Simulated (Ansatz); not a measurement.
`c1ccc(-c2ccc(-c3ccc(-c4ccc(-c5ccc(-c6ccc(-c7ccc(-c8ccc(-c9ccccc9)cc8)cc7)cc6)cc5)cc4)cc3)cc2)cc1`, relaxed as a singlet with RKS PBE-D4/def2-SVP in Ansatz, starting from the GFN2-xTB geometry. Force threshold 0.03 eV/Å.

Single mean-field runs in def2-SVP are fitted with def2-universal-jkfit.

Start:

Cartesian coordinates in Å:
```
C 16.322 -7.528 -4.209
C 15.278 -7.573 -5.117
C 14.051 -7.024 -4.794
C 13.854 -6.412 -3.559
C 12.553 -5.822 -3.216
C 12.477 -4.563 -2.624
C 11.255 -4.007 -2.306
C 10.071 -4.694 -2.564
C 8.772 -4.101 -2.225
C 7.687 -4.222 -3.090
C 6.467 -3.660 -2.774
C 6.292 -2.960 -1.583
C 4.995 -2.360 -1.250
C 3.807 -3.047 -1.495
C 2.589 -2.482 -1.182
C 2.518 -1.211 -0.617
C 1.222 -0.608 -0.288
C 0.136 -0.745 -1.149
C -1.083 -0.181 -0.838
C -1.248 0.546 0.338
C -2.544 1.153 0.663
C -2.617 2.475 1.094
C -3.836 3.052 1.383
C -5.011 2.311 1.284
C -6.307 2.922 1.610
C -7.169 2.308 2.514
C -8.380 2.889 2.833
C -8.773 4.083 2.233
C -10.069 4.692 2.559
C -10.473 4.831 3.884
C -11.687 5.409 4.193
C -12.537 5.859 3.186
C -13.831 6.472 3.515
C -14.656 5.909 4.486
C -15.876 6.484 4.791
C -16.287 7.633 4.137
C -15.472 8.204 3.174
C -14.255 7.627 2.863
C -12.135 5.717 1.860
C -10.918 5.144 1.551
C -7.917 4.687 1.315
C -6.692 4.123 1.021
C -4.936 0.984 0.871
C -3.720 0.418 0.547
C -0.162 0.689 1.197
C 1.054 0.116 0.891
C 3.705 -0.524 -0.372
C 4.924 -1.089 -0.683
C 7.377 -2.840 -0.717
C 8.596 -3.402 -1.033
C 10.148 -5.955 -3.152
C 11.369 -6.509 -3.476
C 14.912 -6.367 -2.655
C 16.135 -6.925 -2.976
H 17.279 -7.960 -4.463
H 15.421 -8.036 -6.082
H 13.242 -7.050 -5.509
H 13.386 -4.009 -2.436
H 11.212 -3.018 -1.874
H 7.811 -4.739 -4.030
H 5.643 -3.744 -3.467
H 3.843 -4.044 -1.912
H 1.678 -3.037 -1.354
H 0.259 -1.280 -2.079
H -1.914 -0.279 -1.522
H -1.709 3.057 1.178
H -3.885 4.081 1.712
H -6.875 1.379 2.979
H -9.041 2.406 3.538
H -9.815 4.503 4.675
H -11.973 5.536 5.228
H -14.343 5.005 4.988
H -16.509 6.033 5.540
H -17.238 8.083 4.379
H -15.784 9.104 2.665
H -13.616 8.084 2.121
H -12.795 6.042 1.068
H -10.626 5.020 0.518
H -8.210 5.616 0.848
H -6.032 4.600 0.311
H -5.843 0.403 0.784
H -3.671 -0.612 0.222
H -0.286 1.234 2.123
H 1.882 0.209 1.579
H 3.666 0.472 0.045
H 5.834 -0.534 -0.508
H 7.254 -2.321 0.223
H 9.420 -3.321 -0.338
H 9.241 -6.512 -3.335
H 11.414 -7.496 -3.914
H 14.764 -5.908 -1.688
H 16.944 -6.892 -2.262
```

```csv
step,energy (eV),largest force component (eV/Å),SCF passes
1,-56509.2698,0.755,20
2,-56510.0464,0.213,20
3,-56510.1816,0.044,19
4,-56510.2054,0.108,19
5,-56510.2149,0.059,19
6,-56510.2253,0.044,19
7,-56510.2309,0.043,19
8,-56510.2334,0.068,18
9,-56510.2362,0.054,19
10,-56510.2402,0.054,19
11,-56510.2420,0.062,18
12,-56510.2433,0.059,19
13,-56510.2456,0.061,18
14,-56510.2471,0.059,18
15,-56510.2480,0.042,18
16,-56510.2489,0.030,19
17,-56510.2499,0.019,19
18,-56510.2505,0.015,19
19,-56510.2509,0.020,18
```

Force components are those of the run's own axes.

End:

```xyz
92

C    16.607   -7.696   -4.271
C    15.452   -8.064   -4.980
C    14.213   -7.494   -4.658
C    14.099   -6.542   -3.618
C    12.788   -5.939   -3.276
C    12.689   -4.598   -2.838
C    11.453   -4.029   -2.518
C    10.254   -4.772   -2.618
C     8.945   -4.169   -2.278
C     7.762   -4.556   -2.948
C     6.526   -3.987   -2.628
C     6.412   -2.999   -1.622
C     5.103   -2.393   -1.285
C     3.905   -3.139   -1.369
C     2.670   -2.567   -1.051
C     2.570   -1.219   -0.634
C     1.262   -0.612   -0.299
C     0.074   -1.020   -0.950
C    -1.160   -0.445   -0.635
C    -1.271    0.567    0.345
C    -2.578    1.179    0.676
C    -2.678    2.536    1.059
C    -3.912    3.114    1.368
C    -5.109    2.363    1.315
C    -6.417    2.976    1.644
C    -7.444    2.227    2.264
C    -8.677    2.806    2.576
C    -8.947    4.163    2.281
C   -10.254    4.776    2.611
C   -10.988    4.374    3.751
C   -12.221    4.954    4.062
C   -12.783    5.965    3.249
C   -14.091    6.581    3.579
C   -15.120    5.823    4.186
C   -16.355    6.405    4.498
C   -16.593    7.759    4.212
C   -15.582    8.525    3.610
C   -14.346    7.943    3.298
C   -12.049    6.367    2.109
C   -10.816    5.787    1.798
C    -7.920    4.911    1.660
C    -6.686    4.333    1.351
C    -5.009    1.005    0.935
C    -3.775    0.428    0.622
C    -0.084    0.975    0.996
C     1.150    0.400    0.682
C     3.769   -0.474   -0.550
C     5.004   -1.046   -0.867
C     7.595   -2.611   -0.953
C     8.830   -3.182   -1.272
C    10.354   -6.113   -3.055
C    11.589   -6.682   -3.377
C    15.271   -6.182   -2.913
C    16.510   -6.752   -3.235
H    17.580   -8.144   -4.524
H    15.517   -8.796   -5.801
H    13.320   -7.769   -5.239
H    13.597   -3.978   -2.785
H    11.411   -2.971   -2.218
H     7.818   -5.293   -3.763
H     5.633   -4.286   -3.196
H     3.948   -4.201   -1.654
H     1.764   -3.190   -1.091
H     0.126   -1.777   -1.746
H    -2.057   -0.762   -1.189
H    -1.770    3.156    1.095
H    -3.949    4.170    1.677
H    -7.264    1.173    2.523
H    -9.458    2.188    3.043
H   -10.564    3.617    4.428
H   -12.745    4.643    4.978
H   -14.955    4.754    4.389
H   -17.144    5.792    4.962
H   -17.564    8.216    4.457
H   -15.754    9.590    3.389
H   -13.552    8.561    2.852
H   -12.473    7.124    1.432
H   -10.292    6.100    0.881
H    -8.088    5.974    1.431
H    -5.917    4.942    0.852
H    -5.921    0.394    0.866
H    -3.734   -0.637    0.347
H    -0.136    1.733    1.792
H     2.046    0.715    1.238
H     3.727    0.588   -0.267
H     5.910   -0.424   -0.826
H     7.538   -1.874   -0.138
H     9.723   -2.883   -0.702
H     9.447   -6.734   -3.108
H    11.632   -7.740   -3.678
H    15.203   -5.465   -2.080
H    17.407   -6.463   -2.665
```

By distances, no bond broke or formed. The bond that changes most is C25–C26, from 1.39 to 1.41 Å (atoms count from 1).

The force fell under the threshold at step 16, but the optimiser went on and released 0.002 eV more. No frequencies were taken in this run, so the end may be a saddle point.

It took 2.1 min on 4 threads of AMD EPYC 7R13 on a shared host and a share (37 GiB) of an NVIDIA H100 80GB HBM3, peak host memory 1.4 GiB.
